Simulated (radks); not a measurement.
Excited configurations of neutral molybdenum: one electron is placed in a higher orbital outside [Kr] 4d5. The ground configuration is [Kr] 4d5 5s1. Calculated with a radial shooting solver on a logarithmic mesh with Libxc functionals: scalar-relativistic Kohn-Sham, PBE, spin-polarised, spherical densities, point nucleus; open shells are filled with parallel spins first (spin-orbit coupling, left out, can overturn this in heavy ions). Excitation = E - E(ground); binding = E(ion) - E, where the ion is the core of charge +1; n* = 1/sqrt(2 binding) in atomic units, and the quantum defect is n - n*.

outer orbital  excitation (eV)  binding (eV)     n*  quantum defect  eigenvalue (eV)  <r> (bohr)
5p                       3.401         4.056  1.831           3.169           -1.978       4.849
5d                       5.813         1.645  2.876           2.124           -0.799       10.31
5f                       6.779         0.679  4.478           0.522           -0.405       28.02
6s                       5.001         2.457  2.353           3.647           -1.509       9.032
6p                       5.645         1.813  2.740           3.260           -1.083       11.48
6d                       6.416         1.042  3.614           2.386           -0.604       19.24
7s                       6.125         1.333  3.195           3.805           -0.844       17.05
7d                       6.752         0.706  4.391           2.609           -0.452       30.40

The Delta-SCF ionisation energy is 7.458 eV (NIST Atomic Spectra Database: 7.092 eV, measured). Self-interaction in the functional shifts the binding energies and quantum defects, so they are the method's values and not measured ones. Open shells are spherical and high-spin; term and fine-structure splittings are not resolved.
